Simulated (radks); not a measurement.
Question: The zirconium ion Zr11+, [Ar] 3d10 4s1. All-electron calculation, non-relativistic Kohn-Sham, exchange-only B88, spin-polarised, spherical densities, point nucleus. Program: a radial shooting solver on a logarithmic mesh with Libxc functionals. Every spin shell is full or empty, so the densities are truly spherical. Functionals are evaluated on that one density, not self-consistently. Rank these exchange functionals by their error against the exact value of the orbitals, and give that value: LDA, B88, PBE, PBEsol, RPBE, AM05, SOGGA, B86b, EV93, TPSS, revTPSS, r2SCAN, MS2, Tao-Mo, MVS.

Answer: Exact: -104.778 hartree. From best to worst, with 100 (|E| - |E exact|)/|E exact| (equal figures are ties): MVS -0.02, EV93 -0.02, B88 -0.02, B86b -0.04, r2SCAN -0.10, TPSS -0.22, RPBE -0.23, PBE -0.51, MS2 -0.55, Tao-Mo -0.79, revTPSS -0.90, PBEsol -2.59, SOGGA -2.61, AM05 -5.10, LDA -5.60.
